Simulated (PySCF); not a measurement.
C3H8GeO, SMILES C/C=C/[O][GeH3].

Geometry optimised at B3LYP-D3(BJ)/def2-SVP. The structure was generated by enumeration; whether it is a known compound was not checked. The values are those of a single conformer.

All values below come from B3LYP-D3(BJ)/def2-SVP in PySCF.

Frequencies are harmonic and unscaled.

Question: List the normal modes with their intensities. (An estimate is asked for; the answer gives what the named calculation found.)

Answer: 
```
mode  ν (cm⁻¹)  IR (km/mol)  moving atoms (share of kinetic energy)
----  --------  -----------  --------------------------------------
1           43          1.1                  H 37 %, C 33 %, O 23 %
2           82          1.0                                  H 86 %
3          126          0.7         C 38 %, O 25 %, H 24 %, Ge 13 %
4          206          1.0                          H 77 %, C 21 %
5          287          0.8                  C 50 %, H 33 %, O 15 %
6          314          7.6                 C 57 %, H 24 %, Ge 13 %
7          416          3.8         C 42 %, O 25 %, H 22 %, Ge 11 %
8          624         38.0                                  H 89 %
9          650         47.1                                  H 86 %
10         742         99.2          O 62 %, C 19 %, H 10 %, Ge 9 %
11         826         12.6                          H 57 %, C 39 %
12         854        173.5                                  H 96 %
13         865        113.9                                  H 97 %
14         881         69.1                                  H 98 %
15         933          7.0                          H 66 %, C 31 %
16         953         33.1                          H 90 %, C 10 %
17        1050          0.4                          H 66 %, C 34 %
18        1129          4.2                          C 59 %, H 38 %
19        1211        353.3                  C 45 %, O 40 %, H 15 %
20        1276         40.8                          H 70 %, C 26 %
21        1355          7.9                          H 82 %, C 17 %
22        1403          1.0                          H 75 %, C 25 %
23        1450          5.5                                  H 96 %
24        1468          6.7                                  H 95 %
25        1751        133.6                          C 90 %, H 10 %
26        2125         78.5                                  H 99 %
27        2129        132.6                                  H 98 %
28        2181         97.3                                  H 99 %
29        3007         47.3                                  H 97 %
30        3064         23.2                           H 91 %, C 9 %
31        3079         29.7                           H 92 %, C 8 %
32        3101         21.3                           H 91 %, C 9 %
33        3158         12.9                           H 92 %, C 8 %
```
